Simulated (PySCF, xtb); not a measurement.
4,4-difluorobuta-1,2-diene (C₄H₄F₂), SMILES FC(F)C=C=C. The values are those of a single conformer.

Harmonic wavenumbers (cm⁻¹) from GFN2-xTB (xtb) at its own minimum, in rising order: 41, 150, 292, 319, 397, 456, 557, 596, 839, 854, 951, 995, 1005, 1069, 1135, 1229, 1257, 1320, 1430, 2097, 2897, 3069, 3085, 3096.

Task: What does TPSSh-D3(BJ)/def2-SVP (PySCF 2.14.0) give at its own minimum? (The exact figures need the calculation; the answer reports its results.)

Result: 64, 162, 307, 349, 420, 501, 600, 634, 873, 887, 994, 1061, 1087, 1115, 1142, 1290, 1369, 1409, 1481, 2070, 3093, 3130, 3158, 3219. Paired by order, the mean absolute difference is 56 cm⁻¹ and the zero-point energies are 41.7 and 43.5 kcal/mol.
